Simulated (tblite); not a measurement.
Compound: C6H12OP2.
Atom-mapped SMILES: `[CH2:1]=[CH:2][CH2:3]/[P:4]=[P:5]/[CH2:6][CH2:7][CH2:8][OH:9]` (hydrogens: H10, H11 on C1; H12 on C2; H13, H14 on C3; H15, H16 on C6; H17, H18 on C7; H19, H20 on C8; H21 on O9)

Computed with GFN2-xTB (tblite), gas phase: L-BFGS steps from a force-field or distance-geometry start until the largest atomic force falls under 0.01 eV/Å.

Step 70: E = -762.1923 eV
```
atom  x, y, z in Å  |  force x, y, z in eV/Å
C1      4.3781   -0.2833    0.6705   -0.002   0.000   0.008
C2      3.4665   -0.1049   -0.2689   -0.034  -0.014   0.006
C3      2.6491    1.1270   -0.4055   -0.003   0.000   0.000
P4      0.8360    0.9799    0.0668    0.005   0.016  -0.052
P5      0.5383   -1.0273   -0.0157    0.024   0.039   0.030
C6     -1.2903   -1.1271    0.3738   -0.008  -0.020  -0.018
C7     -2.1564    0.0481   -0.0557   -0.015  -0.009   0.021
C8     -3.6366   -0.2219    0.2226   -0.015  -0.003   0.002
O9     -4.4635    0.8309   -0.2089    0.008   0.034   0.025
H10     4.5888    0.4774    1.4048    0.003   0.005   0.005
H11     4.9541   -1.1893    0.7446   -0.018  -0.009  -0.006
H12     3.2684   -0.8798   -0.9978    0.001  -0.012  -0.005
H13     3.0580    1.9332    0.2103   -0.004   0.002  -0.002
H14     2.6427    1.4709   -1.4459    0.018   0.017   0.013
H15    -1.3954   -1.2976    1.4507    0.034  -0.007  -0.020
H16    -1.6420   -2.0352   -0.1246   -0.019  -0.042   0.010
H17    -1.8551    0.9486    0.4881    0.017   0.000  -0.021
H18    -2.0293    0.2354   -1.1255    0.024   0.021   0.035
H19    -3.7841   -0.4155    1.2966    0.006   0.022   0.002
H20    -3.9747   -1.1021   -0.3293    0.005  -0.005  -0.017
H21    -4.1616    1.6496    0.2033   -0.026  -0.037  -0.016
```

Step 71: E = -762.1929 eV
```
atom  x, y, z in Å  |  force x, y, z in eV/Å
C1      4.3747   -0.2827    0.6705   -0.011  -0.009   0.004
C2      3.4651   -0.1059   -0.2713   -0.029   0.008   0.010
C3      2.6496    1.1272   -0.4076   -0.029   0.000   0.005
P4      0.8336    0.9791    0.0575    0.026   0.035  -0.059
P5      0.5412   -1.0287   -0.0108    0.010   0.029   0.033
C6     -1.2886   -1.1283    0.3748   -0.003  -0.026  -0.015
C7     -2.1555    0.0467   -0.0529    0.006  -0.006   0.009
C8     -3.6355   -0.2215    0.2232   -0.019   0.000   0.003
O9     -4.4584    0.8325   -0.2115   -0.015   0.066   0.024
H10     4.5817    0.4780    1.4062    0.003   0.000  -0.003
H11     4.9509   -1.1880    0.7462   -0.009  -0.018  -0.002
H12     3.2682   -0.8794   -1.0025    0.009  -0.007   0.007
H13     3.0551    1.9309    0.2144   -0.002  -0.004  -0.016
H14     2.6478    1.4748   -1.4469    0.017   0.019   0.021
H15    -1.3949   -1.3011    1.4510    0.034  -0.011  -0.011
H16    -1.6386   -2.0357   -0.1259   -0.024  -0.043   0.010
H17    -1.8549    0.9483    0.4895    0.022  -0.005  -0.013
H18    -2.0286    0.2333   -1.1223    0.029   0.029   0.012
H19    -3.7857   -0.4127    1.2963    0.002   0.013   0.027
H20    -3.9754   -1.1008   -0.3284    0.007  -0.017  -0.022
H21    -4.1606    1.6510    0.2049   -0.025  -0.055  -0.023
```

Step 72: E = -762.1939 eV
```
atom  x, y, z in Å  |  force x, y, z in eV/Å
C1      4.3671   -0.2818    0.6705   -0.021  -0.019   0.000
C2      3.4606   -0.1068   -0.2748   -0.015   0.030   0.019
C3      2.6477    1.1279   -0.4107   -0.051   0.004   0.009
P4      0.8288    0.9780    0.0432    0.038   0.053  -0.067
P5      0.5460   -1.0310   -0.0033   -0.011   0.017   0.035
C6     -1.2856   -1.1313    0.3762    0.004  -0.030  -0.007
C7     -2.1524    0.0442   -0.0486    0.033  -0.002  -0.009
C8     -3.6328   -0.2205    0.2239   -0.018   0.006   0.004
O9     -4.4500    0.8358   -0.2143   -0.044   0.080   0.011
H10     4.5688    0.4783    1.4088    0.001  -0.009  -0.019
H11     4.9439   -1.1863    0.7481   -0.001  -0.028   0.002
H12     3.2656   -0.8783   -1.0092    0.020   0.001   0.023
H13     3.0482    1.9280    0.2197    0.002  -0.010  -0.030
H14     2.6531    1.4808   -1.4483    0.015   0.022   0.026
H15    -1.3923   -1.3071    1.4515    0.029  -0.014   0.003
H16    -1.6342   -2.0382   -0.1267   -0.026  -0.038   0.007
H17    -1.8519    0.9469    0.4920    0.026  -0.013   0.004
H18    -2.0242    0.2314   -1.1169    0.031   0.034  -0.020
H19    -3.7858   -0.4083    1.2963   -0.006  -0.002   0.051
H20    -3.9747   -1.0986   -0.3280    0.010  -0.024  -0.020
H21    -4.1547    1.6538    0.2050   -0.018  -0.058  -0.021
```

**Question.** Estimate the geometry and energy of step 73. (The exact step hangs on the optimiser's Hessian estimate; all steps are aligned on step 72, rigid shifts and turns removed.)

**Answer.** E = -762.1953 eV, largest force 0.101 eV/Å
```
atom  x, y, z in Å  |  force x, y, z in eV/Å
C1      4.3553   -0.2811    0.6705   -0.026  -0.036  -0.002
C2      3.4527   -0.1078   -0.2791    0.000   0.049   0.030
C3      2.6434    1.1289   -0.4147   -0.056   0.012   0.008
P4      0.8218    0.9769    0.0208    0.029   0.065  -0.072
P5      0.5524   -1.0338    0.0068   -0.031   0.007   0.036
C6     -1.2809   -1.1358    0.3777    0.007  -0.030   0.003
C7     -2.1470    0.0415   -0.0431    0.053   0.002  -0.032
C8     -3.6284   -0.2190    0.2248   -0.011   0.012   0.005
O9     -4.4395    0.8400   -0.2172   -0.073   0.059  -0.013
H10     4.5502    0.4787    1.4113    0.003  -0.013  -0.031
H11     4.9334   -1.1843    0.7507    0.005  -0.038   0.006
H12     3.2591   -0.8773   -1.0165    0.035   0.009   0.036
H13     3.0372    1.9235    0.2274    0.009  -0.013  -0.043
H14     2.6614    1.4898   -1.4493    0.011   0.026   0.027
H15    -1.3871   -1.3150    1.4521    0.019  -0.018   0.021
H16    -1.6288   -2.0423   -0.1269   -0.024  -0.025   0.002
H17    -1.8462    0.9449    0.4961    0.029  -0.025   0.028
H18    -2.0160    0.2313   -1.1100    0.028   0.032  -0.055
H19    -3.7840   -0.4025    1.2970   -0.017  -0.021   0.063
H20    -3.9719   -1.0963   -0.3279    0.012  -0.021  -0.008
H21    -4.1459    1.6566    0.2041   -0.003  -0.033  -0.005
```

The energy changes by -0.0014 eV. The first-order estimate −F·Δx gives -0.0018 eV and the mean of the old and new forces, exact on a quadratic surface, -0.0014 eV. The step makes an angle of 80° with the force vector and moves no atom by more than 0.023 Å.

What follows is the cost of the whole relaxation. Hardware: one thread, Arm Neoverse V2 (aarch64), no GPU, shared host with 192 logical CPUs at a one-minute load of 46. Cost: 1.2 s.
